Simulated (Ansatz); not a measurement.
Stepwise substitution at one centre (Si CH3-OCH3). Gas-phase values, no solvent. One relaxed conformer stands for each flexible species; it need not be the lowest. Strings in code marks are SMILES.

Quantity: redistribution energy (mixed species minus the weighted end members), in kcal/mol.

A: 3 of 4 CH3 replaced by OCH3: `C[Si](OC)(OC)OC`
B: 1 of 4 CH3 replaced by OCH3: `CO[Si](C)(C)C` (C–O–Si–C torsion 61°)
C: 2 of 4 CH3 replaced by OCH3: `CO[Si](C)(C)OC` (C–O–Si–O torsion -56°, O–Si–O–C torsion 174°)

Order them by redistribution energy (mixed species minus the weighted end members) (lowest first) at the level frozen-core MP2/cc-pVDZ // PBE-D3(BJ)/def2-SVP (Ansatz, a first-principles code).

A (0.46 kcal/mol), B (1.74 kcal/mol), C (2.22 kcal/mol)
